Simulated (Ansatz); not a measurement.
Consider the cleavage of the Si–Ge bond: `F[SiH]([AlH2])[GeH3]` + H–F → `F[SiH](F)[AlH2]` + GeH₄.

Isolated molecules relaxed with PBE0-D4/def2-TZVP in Ansatz; ΔE leaves out vibrations. CCSD(T)/CBS adds triple-zeta CCSD(T) − MP2 to the extrapolated MP2 energy (def2 sets, frozen cores). This one scheme is used for every species. DFT in def2-TZVPP. For Ge outer-core shells are correlated without core-valence functions, which leaves a few kJ/mol of doubt a bond. Scalar relativity is left out up to krypton.

```
               species  ωB97M-V energy (Eh)
`F[SiH]([AlH2])[GeH3]`          -2712.27148
                   H–F           -100.46072
     `F[SiH](F)[AlH2]`           -733.53165
                  GeH₄          -2079.25152
```

(1) Work out ΔE.

(2) What do rigid-rotor, harmonic-oscillator terms from PBE0-D4/def2-TZVP frequencies (298.15 K, 1 bar) make of the CCSD(T)/CBS value? (Best estimate.)

Largest T1 diagnostic among the species: 0.012.

Results:

(1) ΔE = (-733.53165) + (-2079.25152) − (-2712.27148) − (-100.46072) = -0.05097 Eh = -1.39 eV. CCSD(T)/CBS gives -1.30 eV.

(2) Computed: ΔZPE = 0.00 eV, ΔH = -1.35 eV, ΔS = -5 J/(mol·K), ΔG = -1.33 eV. Modes under 50 cm⁻¹ make the entropy rough.

The D4 term adds +0.08 eV with B3LYP and +0.05 eV with PBE0; it sums over pairs of atoms, weighted by their polarisabilities, and B3LYP, whose exchange is more repulsive, gets the larger term. Leaving LDA and LC-ωPBE aside and taking each functional with its dispersion term where it has one, the values, not all of them listed here, spread over 0.34 eV, from CAM-B3LYP-D4 to revPBE-D4.

B3LYP here is the variant with VWN-RPA as its local correlation; programs differ in this.
